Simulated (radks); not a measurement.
Values are calculated unless marked as measured or tabulated.
Cr22+, 2 electrons, occupied as [He] (the NIST ground configuration). Level of theory: non-relativistic Kohn-Sham, Slater X-alpha with alpha = 0.849, spin-polarised, spherical densities, point nucleus (a radial shooting solver on a logarithmic mesh with Libxc functionals).

Normalised radial functions P(r) = r R(r), r in bohr:

```
   r/bohr * 1s (the largest magnitude, 3.57, reaches the edge; | marks zero)
 0.003556 |           *
 0.004485 |             *
  0.00561 |                 *
 0.007075 |                    *
 0.008852 |                         *
  0.01107 |                             *
  0.01397 |                                   *
  0.01747 |                                        *
  0.02204 |                                             *
  0.02757 |                                                  *
  0.03477 |                                                     *
  0.04349 |                                                      *
  0.05441 |                                                    *
  0.06862 |                                               *
  0.08585 |                                       *
   0.1083 |                             *
   0.1355 |                   *
   0.1708 |          *
   0.2137 |    *
```

1s: eigenvalue -7323.7 eV, 0 radial nodes, <r> = 0.0634 bohr, 90 % of the charge inside 0.113 bohr.
